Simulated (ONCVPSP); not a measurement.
# Ranking ONCV potentials for O (Z = 8)

All share these settings but for the change named:

* Element: O (Z = 8)
* Generator: ONCVPSP 4.0.1
* Type: optimised norm-conserving Vanderbilt (ONCV)
* Functional: PBE
* Relativity: scalar-relativistic
* Frozen core: [He]
* Valence charge: 6
* Reference configuration: 2s2 2p4
* Partial waves: 2s: rc 0.85 bohr, ncon 4, nbas 8, qcut 7.9 1/bohr, 1 projector; 2p: rc 1.00 bohr, ncon 4, nbas 7, qcut 9.1 1/bohr, 1 projector; d scattering state at 0.07 Ha: rc 0.95 bohr, ncon 4, nbas 8, qcut 10.5 1/bohr, 2 projectors, debl 2.3 Ha
* Local potential: polynomial inside 0.60 bohr (lpopt 5, dvloc0 4 Ha)
* Core correction: Teter function, fcfact 5.75, rcfact 1.35

Cutoff: the first of the cutoffs (Ha) at which the residual kinetic energy of the hardest occupied pseudo-wave falls to 1 and 0.1 mHa per electron; the density cutoff is not measured.

The base gives 59 Ha.

Of 6 variants that were run, those that failed, showed a ghost or another fault, or gave nearly equal values are left out.

A variant can come out equal or close to the base.

(1) Rank these variants from softest to hardest (loose cutoff).
A. s: rc 0.84
B. s: rc 1.24
C. s: rc 0.72

Results:

(1) B (48 Ha), A (61 Ha), C (73 Ha).
